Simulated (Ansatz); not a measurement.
`C[N](C)[GeH3]`, relaxed with RKS PBE-D4/def2-SVP in Ansatz from a rough embedded geometry. The force threshold is 0.03 eV/Å; the program also tests the step.

Total charge 0; spin multiplicity 1.

Start:

```xyz
13

C     0.836    0.133   -1.133
N    -0.362   -0.242   -0.440
C    -1.066    0.951   -0.058
Ge    0.154   -1.103    1.132
H     1.552    0.742   -0.587
H     0.571    0.665   -2.138
H     1.377   -0.789   -1.493
H    -1.388    1.588   -0.938
H    -0.482    1.651    0.581
H    -2.019    0.715    0.524
H     0.880   -2.471    0.700
H    -1.135   -1.529    1.922
H     1.082   -0.312    1.927
```

How much energy does the relaxation release, and in how many steps? (Best estimate.)

Computed: 9.96 kcal/mol, in 5 steps.

Which bonds change most? (Estimate.)

The calculation gave: Ge4–H13 from 1.455 to 1.567 Å; Ge4–H11 from 1.608 to 1.550 Å; C1–H6 from 1.167 to 1.115 Å; C1–H5 from 1.087 to 1.122 Å.

Give the relaxed structure. (Best estimate.)

Ansatz gave: 
```xyz
13

C     0.875    0.162   -1.194
N    -0.206   -0.104   -0.265
C    -1.067    1.038   -0.032
Ge    0.148   -1.227    1.172
H     1.590    0.956   -0.852
H     0.466    0.501   -2.174
H     1.464   -0.759   -1.385
H    -1.507    1.392   -0.994
H    -0.547    1.920    0.427
H    -1.912    0.764    0.633
H     0.830   -2.490    0.588
H    -1.221   -1.558    1.821
H     1.086   -0.595    2.255
```
